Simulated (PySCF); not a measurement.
Unrelated species, one level of theory. The calculation used TDDFT CAM-B3LYP/def2-SVPD, vertical, gas phase, core orbitals frozen in the response (PySCF). Geometries: GFN2-xTB; one conformer of each isolated species. Triplets are in the Tamm–Dancoff approximation. 'Strongest' means the level of largest summed f among the lowest 8 singlets; it needn't be the same kind of state in each. Ions are computed without counter-ions or solvent.

Question: Rank by computed HOMO energy, lowest first.
A. `C=CC1=NN=C(Cl)C=N1`
B. `CC#[N+]C`
C. `FC[Si@]1(F)C=CC(F)=C1`
D. `FC1=C[Si](F)(F)C=CC1`
E. `C#C/C=C(/C)[Si](F)(F)F`
F. `CC1=CC[C@H](F)C=C1`
G. `[SiH3]/C=C(\C#C)C(F)(F)F`
H. `C=C1[SiH2][C@H]1C(F)=C(F)F`

Answer: B (-16.95 eV), D (-9.59 eV), G (-9.16 eV), E (-8.85 eV), A (-8.65 eV), C (-8.51 eV), H (-7.99 eV), F (-7.69 eV).

| SMILES | HOMO (eV) | gap (eV) | LUMO (eV) | f (S1) | strongest (eV) | first f ≥ 0.01 (nm) | S1 mainly |
| --- | --- | --- | --- | --- | --- | --- | --- |
| CC#[N+]C | -16.95 | 12.09 | -4.86 | 0.000 | 10.10 | 123 | H-1/H→L/L+1 (≥80%) |
| FC1=C[Si](F)(F)C=CC1 | -9.59 | 9.72 | 0.13 | 0.018 | 7.68 | 186 | H→L (78%) |
| C#C/C(=C\[SiH3])C(F)(F)F | -9.16 | 8.21 | -0.94 | 0.000 | 5.42 | 229 | H-1→L (94%) |
| C#C/C=C(/C)[Si](F)(F)F | -8.85 | 8.02 | -0.83 | 0.000 | 5.25 | 236 | H-1→L (95%) |
| C=Cc1ncc(Cl)nn1 | -8.65 | 7.28 | -1.37 | 0.004 | 5.33 | 267 | H→L (84%) |
| FC[Si@]1(F)C=CC(F)=C1 | -8.51 | 7.33 | -1.18 | 0.038 | 4.06 | 306 | H→L (98%) |
| C=C1[SiH2][C@H]1C(F)=C(F)F | -7.99 | 8.19 | 0.20 | 0.003 | 6.89 | 217 | H→L (91%) |
| CC1=CC[C@H](F)C=C1 | -7.69 | 7.81 | 0.12 | 0.103 | 4.82 | 257 | H→L (98%) |

H and L stand for HOMO and LUMO. A slash joins orbitals within 0.01 eV of each other, whose weights are summed (≥ marks a lower bound).

- `CC#[N+]C`: Löwdin shares by element: HOMO (one of a set within 0.03 eV) carbon 36% or more, nitrogen 28%, hydrogen 10% or more (atoms not listed hold the other 26%); LUMO (one of a set within 0.03 eV) carbon 49% or more, nitrogen 31%, hydrogen 6% or more.
- `FC1=C[Si](F)(F)C=CC1`: Löwdin shares by element: HOMO carbon 73% or more, fluorine 12% or more; LUMO carbon 55% or more, silicon 12% (atoms not listed hold the other 33%).
- `C#C/C(=C\[SiH3])C(F)(F)F`: Löwdin shares by element: HOMO carbon 88% or more; LUMO carbon 64% or more, silicon 10% (atoms not listed hold the other 26%).
- `C#C/C=C(/C)[Si](F)(F)F`: Löwdin shares by element: HOMO carbon 85% or more (atoms not listed hold the other 15%); LUMO carbon 75% or more (atoms not listed hold the other 25%).
- `C=Cc1ncc(Cl)nn1`: Löwdin shares by element: HOMO nitrogen 77%, carbon 7% or more (atoms not listed hold the other 16%); LUMO nitrogen 43% or more, carbon 23% or more (atoms not listed hold the other 34%).
- `FC[Si@]1(F)C=CC(F)=C1`: Löwdin shares by element: HOMO carbon 84% or more (atoms not listed hold the other 16%); LUMO carbon 69% or more (atoms not listed hold the other 31%).
- `C=C1[SiH2][C@H]1C(F)=C(F)F`: Löwdin shares by element: HOMO carbon 58% or more, silicon 10% (atoms not listed hold the other 32%); LUMO carbon 64% or more, silicon 11% (atoms not listed hold the other 25%).
- `CC1=CC[C@H](F)C=C1`: Löwdin shares by element: HOMO carbon 75% or more (atoms not listed hold the other 25%); LUMO carbon 73% or more (atoms not listed hold the other 27%).
